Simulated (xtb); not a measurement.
H5NOSiTe, SMILES O([SiH3])[Te]N. All values are semi-empirical tight-binding results from xtb (GFN2-xTB unless named), good for trends rather than for accurate numbers. Coordinates come from a GFN2-xTB optimisation. The values are those of a single conformer.

Computed properties:
- orbital gap: 3.42 eV
- zero-point energy: 32.5 kcal/mol
- G − E(el) at 298.15 K (modified RRHO): 11.7 kcal/mol
- static polarisability (D4 model): 84.6 bohr³
- solvation energy, GFN2-xTB/ALPB(water): -5.2 kcal/mol
- solvation energy, GFN2-xTB/ALPB(toluene): -4.5 kcal/mol
